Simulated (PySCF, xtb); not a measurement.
## A geometry optimisation of ClH2OSn+ with r2SCAN-D4/def2-SVP

The starting geometry of this gas-phase singlet has its atoms placed at random.

```yaml
atoms:
  - { symbol: Cl, position_ang: [-0.6156, -1.7425, -0.7418] }
  - { symbol: O, position_ang: [-0.1551, -1.4165, 0.7627] }
  - { symbol: Sn, position_ang: [-0.1666, 0.8469, -0.6095] }
  - { symbol: H, position_ang: [-1.1013, -0.1605, 1.0972] }
  - { symbol: H, position_ang: [-0.1726, 0.2754, 1.4574] }
```

Question: One run relaxed it with r2SCAN-D4/def2-SVP. What is a likely outcome?

Answer: It falls apart into ClOSn + H2 (formulas without charges). Distances that change by over a tenth: Sn3–H4 (2.19 → 2.64 Å), Sn3–H5 (2.14 → 2.67 Å). Contacts that close: O2–Sn3 (2.65 → 2.04 Å), H4–H5 (1.09 → 0.77 Å).

The energy falls by 3.32 eV over 30 steps:

```csv
step,E − E(last) (eV)
1,3.319
4,0.756
7,0.064
11,0.005
14,0.003
17,0.002
20,0.002
24,0.001
27,0.000
30,0.000
```

Final geometry (Å):

```xyz
5

Cl   -0.9884   -1.8957   -1.7947
O    -0.0038   -1.7756   -0.3465
Sn    0.2370    0.2189   -0.6971
H    -0.9345    0.0091    1.6611
H    -0.9014    0.7741    1.6493
```

From the same start GFN2-xTB reaches the same bonding as this run.

From so rough a start the end depends on the optimiser's path, so another program may land elsewhere. The end wasn't checked by frequencies. Atoms past krypton carry core potentials, without spin–orbit terms. Run with PySCF 2.14.0, 2.4 min on 2 threads of Arm Neoverse V1, on a shared host.
